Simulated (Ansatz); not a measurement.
`C/C([SiH3])=C\N` from Hartree–Fock to CCSD(T)

Z-matrix (Å, degrees):
```
C
C 1 1.505
H 1 1.097 2 111.8
H 1 1.098 2 111.8 3 120.3
H 1 1.092 2 112.2 3 -120.1
Si 2 1.841 1 120.9 3 114.3
C 2 1.345 1 120.1 3 -65.0
H 6 1.493 2 112.3 1 -60.1
H 6 1.493 2 111.8 1 58.7
H 6 1.490 2 109.5 1 179.3
N 7 1.371 2 125.6 1 2.6
H 7 1.086 2 120.6 1 179.6
H 11 1.004 7 117.7 2 -160.1
H 11 1.006 7 117.6 2 -16.9
```

The species carries charge 0 and has multiplicity 1. All single points use the PBE0-D4/def2-TZVP geometry. It is one conformer, not always the lowest. Frozen core, restricted reference, Ansatz. CBS rows extrapolate triple and quadruple zeta; past MP2 they add the triple-zeta difference.

```tsv
basis	HF (Eh)	MP2 corr.	CCSD corr.	(T)	CCSD(T) total
def2-TZVPP	-462.28458	-0.84485	-0.89629	-0.03780	-463.21867
def2-QZVPP	-462.30187	-0.90098	–	–	–
CBS(def2)	-462.30425	-0.94255	-0.99398	as TZ	-463.33603
```
